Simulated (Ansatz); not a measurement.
Consider the ligand exchange at the Si–S bond: `CO[SiH2]S[SiH2]F` + `[BH2][GeH2][OH]` → `[BH2][GeH2][O][SiH2]F` + `CO[SiH2]S`.

Gas-phase electronic energies from Ansatz, PBE0-D4/def2-TZVP geometries. CBS: MP2 limit from def2 TZ/QZ plus the TZ coupled-cluster correction, frozen cores. This one scheme is used for every species. For Ge outer-core shells are correlated without core-valence functions, which leaves a few kJ/mol of doubt a bond. Scalar relativity is left out up to krypton. One conformer a species, not always the lowest.

`CO[SiH2]S[SiH2]F`:

```xyz
13

C     1.654   -0.755   -0.395
O     0.772    0.138   -1.043
Si    0.204    1.548   -0.450
S    -1.877    1.421    0.068
Si   -1.934   -0.604    0.665
F    -0.838   -0.896    1.796
H     2.541   -0.893   -1.017
H     1.962   -0.383    0.587
H     1.161   -1.721   -0.262
H     0.993    1.920    0.751
H     0.276    2.595   -1.492
H    -3.278   -0.839    1.237
H    -1.637   -1.532   -0.447
```

`[BH2][GeH2][OH]`:

Z-matrix (Å, degrees):
```
Ge
O 1 1.791
B 1 2.050 2 108.1
H 1 1.549 2 108.7 3 -122.0
H 1 1.549 2 108.7 3 122.1
H 2 0.959 1 112.5 3 -179.9
H 3 1.195 1 119.5 2 179.8
H 3 1.193 1 121.4 2 -0.3
```

`[BH2][GeH2][O][SiH2]F`:

```xyz
11

B     0.844   -2.447   -0.022
Ge    0.657   -0.529    0.679
O    -0.394    0.399   -0.429
Si   -1.043    1.867   -0.568
F    -1.985    1.870   -1.853
H     0.293   -2.799   -1.019
H     1.520   -3.224    0.582
H     0.002   -0.458    2.076
H     2.005    0.221    0.743
H    -0.002    2.901   -0.790
H    -1.897    2.198    0.600
```

`CO[SiH2]S`:

Cartesian coordinates in Å:
```
C -0.664 1.057 -1.121
O 0.141 0.727 -0.011
Si 0.044 -0.720 0.751
S 1.625 -0.903 2.151
H -0.291 1.990 -1.546
H -0.624 0.281 -1.895
H -1.709 1.203 -0.826
H 0.095 -1.800 -0.271
H -1.199 -0.841 1.555
H 2.582 -0.993 1.212
```

```json
{"level": "MP2/def2-QZVPP", "ΔE (kcal/mol)": "-13.0"}
{"level": "CCSD/CBS(def2)", "ΔE (kcal/mol)": "-14.5"}
```

**Question.** What does CCSD(T)/CBS give? (An estimate is asked.)

**Answer.** The calculation gave: -13.3 kcal/mol. The listed levels differ from it by 0.3, -1.2 kcal/mol.

Largest T1 diagnostic among the species: 0.012.

From PBE to PBE0 (25 % exact exchange), in def2-TZVPP and without D4, ΔE moves by −1.3 kcal/mol. The D4 term adds +2.4 kcal/mol with B3LYP and +1.3 kcal/mol with PBE0; it sums over pairs of atoms, weighted by their polarisabilities, and B3LYP, whose exchange is more repulsive, gets the larger term. In def2-TZVPP, CCSD(T) changes the Hartree–Fock value by +5.7 kcal/mol (the triples alone add +1.1 kcal/mol) and MP2 by +6.7 kcal/mol.

B3LYP here is the variant with VWN-RPA as its local correlation; programs differ in this.
